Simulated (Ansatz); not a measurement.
Computed with Ansatz on PBE0-D4/def2-TZVP structures; ΔE is electronic, products minus reactants. CCSD(T)/CBS is the MP2 limit (def2-TZVPP, def2-QZVPP) plus CCSD(T) − MP2 in def2-TZVPP, frozen cores. Functionals use def2-TZVPP. B3LYP here is the variant with VWN-RPA as its local correlation; programs differ in this. For Ge outer-core shells are correlated without core-valence functions, which leaves a few kJ/mol of doubt a bond. Scalar relativity is left out up to krypton. One conformer a species, not always the lowest.

`B[SiH]([GeH3])C=O` + `[CH3][GeH2][F]` → `[CH3][GeH]([F])[CH]=O` + `B[SiH2][GeH3]`  (formal exchange of groups at a C–Si bond)

```csv
level,ΔE (kcal/mol),difference from CCSD(T)/CBS
PBE-D4,2.5,1.4
PBE0-D4,1.7,0.6
B3LYP-D4,1.4,0.3
ωB97X-V,0.6,-0.5
ωB97M-V,1.0,-0.1
B2PLYP,0.9,-0.2
PBE,2.3,1.2
r2SCAN,2.2,1.1
B3LYP,1.0,-0.1
HF/def2-TZVPP,-0.2,-1.3
SCS-MP2/def2-TZVPP,0.4,-0.7
CCSD(T)/def2-TZVPP,0.5,-0.6
HF/def2-QZVPP,0.1,-1.0
MP2/def2-QZVPP,1.2,0.1
HF/CBS(def2),0.1,-1.0
CCSD/CBS(def2),0.8,-0.3
CCSD(T)/CBS,1.1,0
```

Largest T1 diagnostic among the species: 0.015.

From PBE to PBE0 (25 % exact exchange), in def2-TZVPP and without D4, ΔE moves by −0.8 kcal/mol.
